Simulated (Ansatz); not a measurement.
Basis-set series for CH$_{4}$ClIOZr (`[CH3][Zr]([OH])([Cl])[I]`). Charge 0, multiplicity 1. Zr, I takes the def2 core potential. Geometry: relaxed with PBE0-D4/def2-TZVP. It is one conformer, not always the lowest.

```json
{"functional": "PBE0-D4", "basis": "def2-TZVPP", "functions": "266", "energy (Eh)": "-920.72172", "HOMO (eV)": "-7.82", "LUMO (eV)": "-1.82"}
{"functional": "PBE0-D4", "basis": "def2-QZVPP", "functions": "467", "energy (Eh)": "-920.74591", "HOMO (eV)": "-7.84", "LUMO (eV)": "-1.82"}
{"functional": "ωB97M-V", "basis": "def2-TZVPP", "functions": "266", "energy (Eh)": "-920.82245", "HOMO (eV)": "-9.91", "LUMO (eV)": "0.20"}
{"functional": "ωB97M-V", "basis": "def2-QZVPP", "functions": "467", "energy (Eh)": "-920.84560", "HOMO (eV)": "-9.93", "LUMO (eV)": "0.18"}
```

(1) Give the rows for def2-SVP. (An estimate is asked.)

Results:

(1) Computed: 
| functional | basis | functions | energy (Eh) | HOMO (eV) | LUMO (eV) |
| --- | --- | --- | --- | --- | --- |
| PBE0-D4 | def2-SVP | 123 | -920.40646 | -7.77 | -1.76 |
| ωB97M-V | def2-SVP | 123 | -920.50298 | -9.83 | 0.29 |

Positive LUMOs are unbound and depend on the basis.
